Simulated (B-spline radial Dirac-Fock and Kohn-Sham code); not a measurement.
Hg⁴⁹⁺: eigenvalues, ΔSCF and the reference

System: mercury as Hg⁴⁹⁺, configuration [Ar] 3d10 4s2 4p1.

The density-functional columns are spherical, spin-unpolarised Dirac-Kohn-Sham results without Breit or QED terms: −ε is minus the orbital energy of the initial state and ΔSCF the difference of two total energies. The reference in the last column comes from Dirac-Fock energy differences between relaxed states, corrected for Breit and QED terms. All numbers are from an atomic code on a B-spline grid, in eV; a selection of levels is shown. The Kohn-Sham columns are given as differences from the reference. For the 1s level of heavy atoms much of the gap between ΔSCF and the reference is the Breit and QED part, -454.3 eV here; for other levels the error of the functional can be larger.

| level | LDA −ε − DF | LDA ΔSCF − DF | Dirac-Fock |
| --- | --- | --- | --- |
| K | -214.2 | +443.6 | 85778.2 |
| L1 | -202.3 | -51.1 | 17483.0 |
| L2 | -145.5 | +40.5 | 16851.3 |
| L3 | -165.3 | -4.6 | 14917.8 |
| M1 | -116.1 | -52.4 | 6066.0 |
| M2 | -92.5 | -25.2 | 5788.7 |
| M3 | -91.3 | -29.1 | 5336.3 |
| M4 | -67.5 | +3.7 | 4900.8 |
| M5 | -69.5 | 0.0 | 4804.5 |
| N1 | -19.4 | +13.0 | 2921.3 |
| N2,3 | -25.5 | +6.1 | 2715.0 |

Values without a named source are computed, but for edge energies of neutral atoms, which are taken from tables.
